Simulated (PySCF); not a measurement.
Electron correlation in As⁻ (arsenic, charge -1)

[Ar] 3d10 4s2 4p4, high-spin 3P determinant. All numbers are calculated (PySCF 2.14, no relativity, point nucleus, in def2-TZVPPD (7s5p5d1f, 54 functions)). Frozen: [Ar] 3d10; 6 electrons correlated.

| level | correlation energy (mhartree) |
| --- | --- |
| CCSD | -113.15 |
| (T) | -4.07 |
| CCSD(T) | -117.22 |

Diagnostics: T1 = 0.010, D1 = 0.0316, largest double amplitude 0.045.

Problem. Is a single reference adequate?

Solution. Yes, within this model without spin-orbit coupling: T1 lies below 0.03 and no double amplitude reaches 0.07.
